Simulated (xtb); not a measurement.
F₃Te, charge +1, singlet, geometry from GFN2-xTB; GFN0-xTB (xtb).

Here is a job for xtb.
```
$ xtb mol.xyz --gfn 0 --chrg 1 --hess --json

# file mol.xyz
4

Te    -0.06651998     0.12188136     0.33078461
F     -1.16789324    -1.07688202    -0.58739142
F      0.08902262     1.21325728    -1.17845659
F      1.46320830    -0.84057864    -0.14535195
```

The log (banner, timings and long lists left out):

```
   ID    Z sym.   atoms
    1   52 Te     1
    2    9 F      2-4

           -------------------------------------------------
          |                Calculation Setup                |
           -------------------------------------------------

           -------------------------------------------------
          |                 G F N 0 - x T B                 |
           -------------------------------------------------

          ...................................................
          :                      SETUP                      :
          :.................................................:
          :  # basis functions                  22          :
          :  # atomic orbitals                  21          :
          :  # shells                            9          :
          :  # electrons                        26          :
          :  electronic temp.          300.0000000     K    :
          :  accuracy                    1.0000000          :
          :  -> integral cutoff          0.2500000E+02      :
          :  -> integral neglect         0.1000000E-07      :
          ...................................................

         :::::::::::::::::::::::::::::::::::::::::::::::::::::
         ::                     SUMMARY                     ::
         :::::::::::::::::::::::::::::::::::::::::::::::::::::
         :: total energy             -12.881282870506 Eh    ::
         :: gradient norm              0.016446410483 Eh/a0 ::
         :: HOMO-LUMO gap              3.475243670862 eV    ::
         ::.................................................::
         :: H0 energy                -14.349093001196 Eh    ::
         :: repulsion energy           0.026648779127 Eh    ::
         :: electrostat energy         1.441767095155 Eh    ::
         :: -> Gsolv                   0.000000000000 Eh    ::
         ::    -> Gsasa                0.000000000000 Eh    ::
         ::    -> Gshift               0.000000000000 Eh    ::
         :: dispersion energy         -0.000605743593 Eh    ::
         :: short-range corr.          0.000000000000 Eh    ::
         :: add. restraining           0.000000000000 Eh    ::
         :: total charge               1.000000000000 e     ::
         :::::::::::::::::::::::::::::::::::::::::::::::::::::

           -------------------------------------------------
          |                Numerical Hessian                |
           -------------------------------------------------
step length          :   0.00500
SCC accuracy         :   0.30000
Hessian scale factor :   1.00000
frozen atoms in %    :   0.00000    0
RMS gradient         :   0.01645 !! INCOMPLETELY OPTIMIZED GEOMETRY !!
estimated CPU  time      0.00 min

writing file <hessian>.

 projected vibrational frequencies (cm⁻¹)
eigval :       -0.00    -0.00    -0.00     0.00     0.00     0.00
eigval :      103.03   103.03   141.42   429.15   429.15   531.37
           -------------------------------------------------
          |                Property Printout                |
           -------------------------------------------------

    * Orbital Energies and Occupations

         #    Occupation            Energy/Eh            Energy/eV
      -------------------------------------------------------------
         1        2.0000           -0.8517517             -23.1773
         2        2.0000           -0.8209517             -22.3392
         3        2.0000           -0.8209517             -22.3392
         4        2.0000           -0.6128997             -16.6778
         5        2.0000           -0.4761934             -12.9579
         6        2.0000           -0.4761934             -12.9579
         7        2.0000           -0.4684199             -12.7464
         8        2.0000           -0.4450354             -12.1100
         9        2.0000           -0.4450354             -12.1100
        10        2.0000           -0.4424291             -12.0391
[...]
 Raman intensities (Ä⁴*amu⁻¹)
   1:  0.00   2:  0.00   3:  0.00   4:  0.00   5:  0.00   6:  0.00   7:  0.00   8:  0.00
   9:  0.00  10:  0.00  11:  0.00  12:  0.00
 output can be read by thermo (or use thermo option).
 writing <g98.out> molden fake output.
 recommended (thermochemical) frequency scaling factor: 1.0
           -------------------------------------------------
          |             Thermodynamic Functions             |
           -------------------------------------------------

c3v symmetry found (for desy threshold:  0.10E+00) used in thermo

          ...................................................
          :                      SETUP                      :
          :.................................................:
          :  # frequencies                           6      :
          :  # imaginary freq.                       0      :
          :  linear?                             false      :
          :  only rotor calc.                    false      :
          :  symmetry                              c3v      :
          :  rotational number                       3      :
          :  scaling factor                  1.0000000      :
          :  rotor cutoff                   50.0000000 cm⁻¹ :
          :  imag. cutoff                  -20.0000000 cm⁻¹ :
          :.................................................:

    mode    ω/cm⁻¹     T·S(HO)/kcal·mol⁻¹    T·S(FR)/kcal·mol⁻¹   T·S(vib)
   ------------------------------------------------------------------------
       1    103.03    -1.01257 ( 94.74%)    -0.84197 (  5.26%)    -1.00360
       2    103.03    -1.01255 ( 94.75%)    -0.84195 (  5.25%)    -1.00358
       3    141.42    -0.83021 ( 98.46%)    -0.74824 (  1.54%)    -0.82895
   ------------------------------------------------------------------------

   temp. (K)  partition function   enthalpy   heat capacity  entropy
                                   cal/mol     cal/K/mol   cal/K/mol   J/K/mol
 298.15  VIB   18.7                 1808.582      9.685     11.820
         ROT  0.332E+05              888.752      2.981     23.667
         INT  0.620E+06             2697.334     12.666     35.487
         TR   0.243E+28             1481.254      4.968     41.526
         TOT                        4178.5883    17.6344    77.0131   322.2228

       T/K    H(0)-H(T)+PV         H(T)/Eh          T*S/Eh         G(T)/Eh
   ------------------------------------------------------------------------
    298.15    0.665900E-02    0.106165E-01    0.365914E-01   -0.259749E-01
   ------------------------------------------------------------------------

         :::::::::::::::::::::::::::::::::::::::::::::::::::::
         ::                  THERMODYNAMIC                  ::
         :::::::::::::::::::::::::::::::::::::::::::::::::::::
         :: total free energy         -12.907257746988 Eh   ::
         ::.................................................::
         :: total energy              -12.881282870506 Eh   ::
         :: zero point energy           0.003957524626 Eh   ::
         :: G(RRHO) w/o ZPVE           -0.029932401108 Eh   ::
         :: G(RRHO) contrib.           -0.025974876482 Eh   ::
         :::::::::::::::::::::::::::::::::::::::::::::::::::::

           -------------------------------------------------
          | TOTAL ENERGY              -12.881282870506 Eh   |
          | TOTAL ENTHALPY            -12.870666341529 Eh   |
          | TOTAL FREE ENERGY         -12.907257746988 Eh   |
          | GRADIENT NORM               0.016446410483 Eh/α |
          | HOMO-LUMO GAP               3.475243670862 eV   |
           -------------------------------------------------
########################################################################
[WARNING] Runtime exception occurred
-1- hessian_numhess: Hessian on incompletely optimized geometry!
########################################################################

normal termination of xtb
```
